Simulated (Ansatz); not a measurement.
Reaction (redistribution): `O[SiH2][GeH2][OH]` + `C[O][Ge][F]` → `CO[SiH](O)[GeH2][OH]` + `[F][GeH]`

Calculated with Ansatz (gas phase, PBE0-D4/def2-TZVP geometries, no zero-point term in ΔE). CCSD(T)/CBS is the MP2 limit (def2-TZVPP, def2-QZVPP) plus CCSD(T) − MP2 in def2-TZVPP, frozen cores. Functionals use def2-TZVPP. B3LYP here is the variant with VWN-RPA as its local correlation; programs differ in this. For Ge outer-core shells are correlated without core-valence functions, which leaves a few kJ/mol of doubt a bond. Scalar relativity is left out up to krypton. Each species was taken in one conformer, which may not be the lowest.

| level | ΔE (kJ/mol) | difference from CCSD(T)/CBS |
| --- | --- | --- |
| r2SCAN-D4 | 15.1 | 4.2 |
| B3LYP-D4 | 10.9 | 0.0 |
| ωB97X-V | 9.9 | -1.0 |
| ωB97M-V | 6.3 | -4.6 |
| B2PLYP | 14.9 | 4.0 |
| PBE | 21.5 | 10.6 |
| r2SCAN | 16.3 | 5.4 |
| PBE0 | 13.7 | 2.8 |
| B3LYP | 15.6 | 4.7 |
| HF/def2-TZVPP | 0.7 | -10.2 |
| MP2/def2-TZVPP | 13.8 | 2.9 |
| SCS-MP2/def2-TZVPP | 12.6 | 1.7 |
| HF/def2-QZVPP | 0.7 | -10.2 |
| SCS-MP2/def2-QZVPP | 13.2 | 2.3 |
| HF/CBS(def2) | 0.7 | -10.2 |
| CCSD/CBS(def2) | 8.1 | -2.8 |
| CCSD(T)/CBS | 10.9 | 0 |

Largest T1 diagnostic among the species: 0.015.

From PBE to PBE0 (25 % exact exchange), in def2-TZVPP and without D4, ΔE moves by −7.8 kJ/mol. In def2-TZVPP, CCSD(T) changes the Hartree–Fock value by +8.4 kJ/mol (the triples alone add +2.8 kJ/mol) and MP2 by +13.1 kJ/mol. The D4 term adds −4.7 kJ/mol with B3LYP and −2.8 kJ/mol with PBE0; it sums over pairs of atoms, weighted by their polarisabilities, and B3LYP, whose exchange is more repulsive, gets the larger term.
